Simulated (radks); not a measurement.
Coulomb parameter of the 3d shell of the nickel ion Ni2+ in the model configuration [Ar] 3d7 4s1, as a second difference U = [E(n + 0.25) + E(n - 0.25) - 2 E(n)] / (0.25)^2 with all orbitals relaxed. "Bare": the charge of the atom changes with n. "Screened": the 4s shell takes up the change at fixed total charge, which measures U(3d,3d) + U(4s,4s) - 2 U(3d,4s). Method: scalar-relativistic Kohn-Sham, PBEsol, spin-unpolarised, spherical densities, point nucleus; computed with a radial shooting solver on a logarithmic mesh with Libxc functionals.

case                 configuration  E - E(n) (eV)
start                 [Ar] 3d7 4s1          0.000
bare +0.25         [Ar] 3d7.25 4s1         -8.176
bare -0.25         [Ar] 3d6.75 4s1          9.340
screened +0.25  [Ar] 3d7.25 4s0.75         -2.641
screened -0.25  [Ar] 3d6.75 4s1.25          2.933

U(bare) = 18.619 eV, U(screened by 4s) = 4.674 eV, against the Slater integral F0(3d,3d) = 27.687 eV with frozen orbitals.
